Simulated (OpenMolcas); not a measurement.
## Ho3+: moving the ligands

Ho3+ with 8 ligands (fluoride) in square antiprismatic coordination (D4d) at 2.33 Å, a polar angle of 64.2° against the regular 57.3°. A charge of +0.625 e stands 2.4 Å behind each ligand. Ligand basis ANO-RCC-VDZP.

| Quantity | Value |
| --- | --- |
| Program | OpenMolcas 26.06 |
| Method | CASSCF |
| Basis | ANO-RCC-VTZP [8s7p5d3f2g1h] |
| Scalar Hamiltonian | DKH2, point nucleus |
| Active space | 10 electrons in 7 orbitals (4f) |
| State averaging | 2S+1 = 5 even, 35 roots (30 in the spin-orbit step); 2S+1 = 3 even, 101 roots kept (CI in the orbitals of an earlier block); 2S+1 = 1 even, 31 roots kept (CI in the orbitals of an earlier block) |
| Spin-orbit coupling | state interaction with AMFI integrals over the reference wave functions |

Runs around this geometry, states. Energies in cm-1 above the lowest state or level, χT in cm3 K/mol.

```csv
R (Å),Ground state,First state of that spin,First gap with spin-orbit (degeneracies),Width of lowest J,χT at 300 K
2.17,2S+1 = 5,76.4,"0.6 (1, 1)",537,13.704
2.33,2S+1 = 5,25.9,"6.8 (2, 1)",386,13.824
2.41,2S+1 = 5,11.1,"11.4 (2, 1)",347,13.855
```

Taking the width of the lowest J multiplet as R^-n, n = -ln(347 / 537) / ln(2.41 / 2.17) = 4.2 between the shortest and longest distance.

High states are left out of the spin-orbit mixing, which shifts the levels that they would mix with. Without dynamic correlation the ligand-field splitting of an f shell can come out too small, at times by half. A group larger than the point group allows holds several states that coincide in this model. No measured value stands beside these numbers; the geometry is a model, was not optimised and need not be the one that this ion takes.

A state without a sure symmetry label is named by its multiplicity alone.
